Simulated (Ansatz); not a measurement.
Cost and result for the atomization energy of `C#[C][Ge]([F])([F])[C]#C` (9 atoms, 8 bonds).

```json
{"atom": "C1", "x (Å)": "-1.588", "y (Å)": "0.767", "z (Å)": "-2.054"}
{"atom": "C2", "x (Å)": "-1.055", "y (Å)": "0.667", "z (Å)": "-0.981"}
{"atom": "Ge3", "x (Å)": "-0.203", "y (Å)": "0.490", "z (Å)": "0.676"}
{"atom": "F4", "x (Å)": "-1.383", "y (Å)": "0.175", "z (Å)": "1.880"}
{"atom": "F5", "x (Å)": "0.486", "y (Å)": "1.998", "z (Å)": "1.114"}
{"atom": "C6", "x (Å)": "1.120", "y (Å)": "-0.832", "z (Å)": "0.759"}
{"atom": "C7", "x (Å)": "1.968", "y (Å)": "-1.684", "z (Å)": "0.789"}
{"atom": "H8", "x (Å)": "-2.064", "y (Å)": "0.859", "z (Å)": "-3.004"}
{"atom": "H9", "x (Å)": "2.720", "y (Å)": "-2.439", "z (Å)": "0.821"}
```

Total charge 0; spin multiplicity 1. Correlated methods include outer-core shells of Ge, which these sets cover unevenly. Scalar relativity is left out up to krypton. The geometry is a stationary point of PBE0-D4/def2-TZVP. Program: Ansatz. All runs use 4 threads of an AMD EPYC 9R14 on a shared host. Times are those of one run each, without the atoms' runs, and a repeat can differ threefold. Electronic energies, without spin–orbit coupling; frozen cores. CCSD(T)/CBS adds CCSD(T) − MP2 in def2-TZVPP to the MP2 limit, and its time is that of the two runs behind it. T1 = 0.013. With those shells the extrapolation isn't a true limit. B3LYP takes the VWN-RPA correlation (the form of Gaussian; ORCA's B3LYP/G).

CCSD(T)/CBS is a level of theory with its own doubt, some kJ/mol a heavy atom from the limit and from the frozen cores, so smaller differences don't rank the functionals.

```
                            level  functions  wall time
           LDA (SPW92)/def2-TZVPP        262      1.1 s
               BLYP-D4/def2-TZVPP        262      1.6 s
  PBE-D4/def2-TZVPP (with forces)        262      1.8 s
          CAM-B3LYP-D4/def2-TZVPP        262      3.1 s
            r2SCANh-D4/def2-TZVPP        262      3.8 s
B3LYP-D4/def2-TZVPP (with forces)        262        4 s
                B2PLYP/def2-TZVPP        262      4.7 s
                B97M-V/def2-TZVPP        262      5.5 s
 ωB97M-V/def2-TZVPP (with forces)        262        8 s
                 CCSD(T)/def2-SVP        126       11 s
                   MP2/def2-QZVPP        491       19 s
               CCSD(T)/def2-TZVPP        262    4.2 min
                CCSD(T)/CBS(def2)          –    4.5 min
```

What atomization energy does each give, and how far from CCSD(T)/CBS? (Estimate.)

Ansatz gave: 
```csv
level,atomization (kJ/mol),difference from CCSD(T)/CBS,per bond
LDA (SPW92)/def2-TZVPP,4713.6,662.5,82.8
BLYP-D4/def2-TZVPP,4051.6,0.5,0.1
PBE-D4/def2-TZVPP (with forces),4184.4,133.3,16.7
CAM-B3LYP-D4/def2-TZVPP,4037.0,-14.1,-1.8
r2SCANh-D4/def2-TZVPP,4006.5,-44.6,-5.6
B3LYP-D4/def2-TZVPP (with forces),4011.3,-39.8,-5.0
B2PLYP/def2-TZVPP,4019.6,-31.5,-3.9
B97M-V/def2-TZVPP,4049.5,-1.6,-0.2
ωB97M-V/def2-TZVPP (with forces),4036.1,-15.0,-1.9
CCSD(T)/def2-SVP,3834.8,-216.3,-27.0
MP2/def2-QZVPP,4194.6,143.5,17.9
CCSD(T)/def2-TZVPP,3953.8,-97.3,-12.2
CCSD(T)/CBS(def2),4051.1,0.0,0.0
```

From BLYP to BHLYP (50 % exact exchange), in def2-TZVPP and without D4, the atomization energy moves by −198.9 kJ/mol: exact exchange takes away binding that semilocal exchange gives to molecules. In def2-TZVPP, CCSD(T) changes the Hartree–Fock value by +1099.4 kJ/mol (the triples alone add +97.5 kJ/mol) and MP2 by +1282.2 kJ/mol; breaking electron pairs costs correlation energy, which Hartree–Fock lacks. The D4 term adds +34.2 kJ/mol with B3LYP and +18.1 kJ/mol with PBE0; it sums over pairs of atoms, weighted by their polarisabilities, and B3LYP, whose exchange is more repulsive, gets the larger term.

For some Ge, Se and Sn compounds the MP2-based and the directly extrapolated limit differ by 10 to 25 kJ/mol.
